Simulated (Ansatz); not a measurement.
CAlCl$_{2}$N, SMILES `N#[C][Al]([Cl])[Cl]` at its PBE0-D4/def2-TZVP geometry, where that method's forces vanish. Charge 0, multiplicity 1.

| atom | x (Å) | y (Å) | z (Å) |
| --- | --- | --- | --- |
| N1 | -1.589 | -1.849 | -0.367 |
| C2 | -0.847 | -0.983 | -0.196 |
| Al3 | 0.386 | 0.449 | 0.089 |
| Cl4 | 0.303 | 2.091 | -1.156 |
| Cl5 | 1.747 | 0.292 | 1.630 |

For each bond, give half the difference of the two atoms' forces along it (eV/Å; positive pushes the atoms apart) under PBE-D4, r2SCAN-D4, B3LYP-D4, ωB97M-V in def2-TZVPP. (Estimate.)

Computed: 
```tsv
bond	length (Å)	PBE-D4	r2SCAN-D4	B3LYP-D4	ωB97M-V
N1–C2	1.153	1.48	0.53	0.07	-0.24
C2–Al3	1.912	-0.78	-0.30	-0.11	0.12
Al3–Cl4	2.062	0.17	0.04	0.11	0.02
Al3–Cl5	2.062	0.17	0.04	0.11	0.02
```

B3LYP here is the variant with VWN-RPA as its local correlation; programs differ in this.
